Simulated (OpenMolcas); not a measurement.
Lines of neutral chromium: computed and rescaled rates

```yaml
Program: OpenMolcas
Method: "MS-CASPT2, IPEA 0.25 Eh, imaginary shift 0.1 Eh (closed shells correlated: 3s 3p)"
Basis: ANO-RCC-VTZP [6s5p3d2f1g]
Scalar_Hamiltonian: DKH2, point nucleus
Active_space: 6 electrons in 6 orbitals (3d 4s)
State_averaging: 2S+1 = 7 even, 1 root; 2S+1 = 5 even, 23 roots kept (CI in the orbitals of an earlier block); 2S+1 = 3 even, 9 roots kept (CI in the orbitals of an earlier block)
Spin-orbit_coupling: RASSI with atomic mean-field integrals over the reference wave functions, term energies averaged over their components
```

Rates come from the transition moments of the reference wave functions (E1 and E2 in the length form). At fixed line strength A goes as λ^-3 for E1 and M1 and as λ^-5 for E2, so a rate at the computed wavelength can be rescaled to the measured one. Measured vacuum wavelengths follow from level energies in NIST Handbook of Basic Atomic Spectroscopic Data. Branching counts decays inside the model space alone, at computed energies, and the table is only a selection of the E2 and M1 lines, drawn from those between levels with measured partners whose computed energy lies within a factor of 1.5 of the measured one.

| Upper | Lower | Type | λ computed (nm) | λ measured (nm) | A computed (s-1) | A rescaled (s-1) | Branching % |
| --- | --- | --- | --- | --- | --- | --- | --- |
| 3d4 4s2 5D2 | 3d4 4s2 5D1 | M1 | 98300 | 85730 | 5.99e-05 | 9.03e-05 | 99.5 |
| 3d4 4s2 5D3 | 3d4 4s2 5D2 | M1 | 65530 | 59620 | 1.65e-04 | 2.19e-04 | 99.7 |
| 3d4 4s2 5D4 | 3d4 4s2 5D3 | M1 | 49140 | 47090 | 2.28e-04 | 2.59e-04 | 99.8 |
| 3d5 4s 5G5 | 3d4 4s2 5D4 | E2 | 583.1 | 818.6 | 1.32e-01 | 2.42e-02 | 23.9 |
| 3d5 4s 5G6 | 3d4 4s2 5D4 | E2 | 583.1 | 818.9 | 5.27e-01 | 9.65e-02 | 100.0 |
| 3d5 4s 5G4 | 3d4 4s2 5D3 | E2 | 576.3 | 804.6 | 2.20e-01 | 4.15e-02 | 38.4 |
| 3d5 4s 5G5 | 3d4 4s2 5D3 | E2 | 576.3 | 804.6 | 4.19e-01 | 7.90e-02 | 76.1 |
| 3d5 4s 5G4 | 3d4 4s2 5D2 | E2 | 571.3 | 793.9 | 3.28e-01 | 6.33e-02 | 57.3 |
| 3d5 4s 5G3 | 3d4 4s2 5D2 | E2 | 571.3 | 794.1 | 2.68e-01 | 5.17e-02 | 45.6 |
| 3d5 4s 5G2 | 3d4 4s2 5D2 | E2 | 571.3 | 794.3 | 8.58e-02 | 1.65e-02 | 14.3 |
| 3d5 4s 5G3 | 3d4 4s2 5D1 | E2 | 568 | 786.8 | 2.58e-01 | 5.06e-02 | 43.8 |
| 3d5 4s 5G2 | 3d4 4s2 5D1 | E2 | 568 | 787 | 2.89e-01 | 5.66e-02 | 48.0 |
| 3d5 4s 5G2 | 3d4 4s2 5D0 | E2 | 566.3 | 783.3 | 2.20e-01 | 4.35e-02 | 36.5 |
| 3d5 4s 5P2 | 3d4 4s2 5D4 | E2 | 533.1 | 738.5 | 3.73e-01 | 7.31e-02 | 36.2 |
| 3d5 4s 5P3 | 3d4 4s2 5D4 | E2 | 533 | 738.9 | 2.89e-01 | 5.64e-02 | 26.9 |
| 3d5 4s 5P3 | 3d4 4s2 5D3 | E2 | 527.3 | 727.5 | 3.37e-01 | 6.74e-02 | 31.3 |
| 3d5 4s 5P1 | 3d4 4s2 5D3 | E2 | 527 | 726.7 | 4.48e-01 | 8.99e-02 | 48.4 |
| 3d5 4s 5P2 | 3d4 4s2 5D2 | E2 | 523.2 | 718.4 | 1.18e-01 | 2.42e-02 | 11.5 |
| 3d5 4s 5P3 | 3d4 4s2 5D2 | E2 | 523.1 | 718.7 | 2.01e-01 | 4.11e-02 | 18.7 |
| 3d5 4s 5P1 | 3d4 4s2 5D2 | E2 | 522.8 | 717.9 | 3.56e-01 | 7.29e-02 | 38.4 |
| 3d5 4s 5P2 | 3d4 4s2 5D1 | E2 | 520.4 | 712.4 | 2.62e-01 | 5.45e-02 | 25.4 |
| 3d5 4s 5P1 | 3d4 4s2 5D1 | E2 | 520 | 711.9 | 1.06e-01 | 2.20e-02 | 11.5 |
| 3d5 4s 5P2 | 3d4 4s2 5D0 | E2 | 519 | 709.4 | 1.39e-01 | 2.91e-02 | 13.5 |
| 3d5 4s 5P2 | 3d5 4s 7S3 | M1 | 399.7 | 457.7 | 1.32e-01 |  | 12.8 |
| 3d5 4s 5P3 | 3d5 4s 7S3 | M1 | 399.6 | 457.9 | 1.88e-01 |  | 17.5 |

Spin-changing lines and M1 lines between different terms are not rescaled, since their strength hangs on the term gaps too.

The largest correction is for 3d5 4s 5G6 → 3d4 4s2 5D4 (E2): 5.27e-01 × (583.1 / 818.9)^5 = 9.65e-02 s-1, a factor of 0.18.

The computed order of these levels differs from the measured one in 4 places, and where term gaps are wrong the rates of spin-changing lines can be off by large factors.

No measured rate stands beside these. Rescaling mends the energy factor alone: line strengths can still be far off where a level mixes with configurations outside the active space, and weak or spin-changing lines hang on small mixing coefficients that depend on the term gaps too, so rescaling need not improve them.

CASPT2 breaks the degeneracy within a term, and the mean is taken; among the terms shown or strongly mixed into the levels shown the widest spread is 580 cm-1 (3d5 4s 5G). Over all roots computed the reference weight is 0.84 to 0.90; the roots of lowest weight are the least certain, and an intruder state may touch them. Terms from blocks run as CI alone lack orbitals of their own. A single d shell beside an s shell can misplace configurations of different d count against each other. Computed and measured levels are paired by configuration, term and J; levels that our copy of the source lacks, or whose pairing is in doubt (as where it misses far off the trend of its configuration), stay unpaired. Only configurations of the active space appear.
